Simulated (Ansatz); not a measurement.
`OC[SiH2][SiH3]` + `[NH2][AlH][NH2]` → `[NH2][Al]([NH2])[SiH2][SiH3]` + CH₃OH  (formal exchange of groups at the Si–C bond)

Calculated with Ansatz (gas phase, PBE0-D4/def2-TZVP geometries, no zero-point term in ΔE). CCSD(T)/CBS adds triple-zeta CCSD(T) − MP2 to the extrapolated MP2 energy (def2 sets, frozen cores). This one scheme is used for every species. Functionals use def2-TZVPP. B3LYP here is the variant with VWN-RPA as its local correlation; programs differ in this. Each species was taken in one conformer, which may not be the lowest.

| level | ΔE (kJ/mol) | difference from CCSD(T)/CBS |
| --- | --- | --- |
| PBE-D4 | -45.5 | -6.4 |
| r2SCAN-D4 | -40.2 | -1.1 |
| PBE0-D4 | -46.5 | -7.4 |
| B3LYP-D4 | -37.3 | 1.8 |
| ωB97M-V | -31.0 | 8.1 |
| B2PLYP | -35.2 | 3.9 |
| PBE | -44.1 | -5.0 |
| MP2/def2-TZVPP | -36.0 | 3.1 |
| MP2/def2-QZVPP | -35.2 | 3.9 |
| MP2/CBS(def2) | -35.2 | 3.9 |
| CCSD(T)/CBS | -39.1 | 0 |

Largest T1 diagnostic among the species: 0.012.
